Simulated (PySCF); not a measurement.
SMILES c1cnc2c(c1)ccc1cccnc12 (C₁₂H₈N₂) at its GFN2-xTB optimised geometry (Å):

```
22

C      3.4523     0.6301     0.0000
C      2.6705     1.7928     0.0000
N      1.3636     1.7906     0.0000
C      0.7202     0.6184     0.0000
C      1.4072    -0.6205     0.0000
C      2.8117    -0.5837     0.0000
C      0.6767    -1.8421     0.0000
C     -0.6767    -1.8421     0.0000
C     -1.4072    -0.6205     0.0000
C     -2.8117    -0.5837     0.0000
C     -3.4523     0.6301     0.0000
C     -2.6705     1.7928     0.0000
N     -1.3636     1.7906     0.0000
C     -0.7202     0.6184     0.0000
H      4.5296     0.6966     0.0000
H      3.1379     2.7694     0.0000
H      3.3675    -1.5118     0.0000
H      1.2326    -2.7694     0.0000
H     -1.2326    -2.7694     0.0000
H     -3.3675    -1.5118     0.0000
H     -4.5296     0.6966     0.0000
H     -3.1379     2.7694     0.0000
```

Level of theory: PySCF 2.14.0 with PBE0/def2-SVP. Cells within 0.4 Å of a nucleus heavier than hydrogen are left out (blank, or x).

Map of the deformation density (molecule minus spherical neutral atoms) (e/bohr³) on the plane z = 0.0 Å:

```
|111111111111111111111111111|
|111111111111111111111111111|
|111111111111111111111111111|
|111111111111111111111111111|
|111111111111111111111111111|
|111111111111111111111111111|
|111111111111111111111111111|
|111111111111111111111111111|
|111111164112212211461111111|
|11111114x349212943x41111111|
|11111113x7xx101xx7x31111111|
|111114283027222720382411111|
|111117xx100xx7xx001xx711111|
|111111183128212821381111111|
|11111114x7xx000xx7x41111111|
|111111273327202723372111111|
|111111152015x6x510251111111|
|111111111126x5x621111111111|
|111111111128212821111111111|
|111111111111111111111111111|
|111111111111111111111111111|
|111111111111111111111111111|
|111111111111111111111111111|
|111111111111111111111111111|
|111111111111111111111111111|
|111111111111111111111111111|
|111111111111111111111111111|
```
Scale: ten equal steps from -0.030 (start of '0') to 0.123 (end of '9'), in the order '0123456789'; x runs from -7.00 to 7.00, y from -7.00 (bottom) to 7.00 (top).
